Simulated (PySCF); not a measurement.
```xyz
5
charge 0 multiplicity 2, angstrom
Sb    0.0000    0.0000    0.1803
F     1.9328    0.0000    0.4881
F     0.0000    1.4417   -1.0565
F    -1.9328    0.0000    0.4881
F     0.0000   -1.4417   -1.0565
```

Level of theory: PySCF, UPBE0, basis Sb def2-SVP with ECP28, F def2-SVP (scalar-relativistic core potentials, no spin–orbit coupling, density fitting).

This geometry of SbF₄ is a stationary point at this level.

What is the point group?

C2v.

Is it a minimum?

Yes: all harmonic wavenumbers are real.

Give the ideal-gas entropy at 298.15 K and 1 bar by parts.

translation 174.7, rotation 107.5, vibration 61.4, spin 5.8; total 349.4 J/(mol K).

What is the atomisation energy, with and without zero-point energy?

1386 kJ/mol without, 1366 kJ/mol with.

Other isomers or separated fragments may lie lower. No spin–orbit coupling is included, which matters more the heavier the element.
